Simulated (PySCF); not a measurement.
SMILES C(/SC)=C/OC, GFN2-xTB optimised geometry.

```
14

C      1.37    -2.21     0.20
O      0.77    -0.95     0.00
C     -0.60    -0.95     0.00
C     -1.37     0.13     0.00
S     -0.97     1.83     0.01
C      0.80     1.88     0.43
H      2.44    -2.06     0.11
H      1.14    -2.61     1.19
H      1.04    -2.93    -0.56
H     -1.07    -1.93    -0.01
H     -2.44     0.00    -0.04
H      1.07     2.93     0.49
H      1.38     1.38    -0.34
H      0.95     1.40     1.40
```

Density from PBE/def2-TZVP run with PySCF at that geometry.

Minimum of the electron density along straight lines between bonded atoms, close to the bond critical point (lines longer than 1.1 times the sum of covalent radii, or with two minima, are not listed):

```
bond    length / Å  ρ at the minimum / e bohr⁻³  ∇²ρ there / e bohr⁻⁵  position (fraction from the first atom)
------  ----------  ---------------------------  --------------------  ---------------------------------------
C1–O2        1.405                        0.263                 -0.54                                     0.36
O2–C3        1.367                        0.287                 -0.56                                     0.65
C3–C4        1.330                        0.347                 -1.02                                     0.51
C4–S5        1.753                        0.199                 -0.37                                     0.48
S5–C6        1.815                        0.178                 -0.28                                     0.53
C1–H7        1.089                        0.285                 -1.00                                     0.65
C1–H8        1.096                        0.280                 -0.95                                     0.65
C1–H9        1.096                        0.279                 -0.95                                     0.65
C3–H10       1.085                        0.284                 -0.99                                     0.65
C4–H11       1.077                        0.284                 -0.99                                     0.65
C6–H12       1.086                        0.279                 -0.95                                     0.64
C6–H13       1.084                        0.283                 -0.98                                     0.65
C6–H14       1.085                        0.281                 -0.96                                     0.65
```
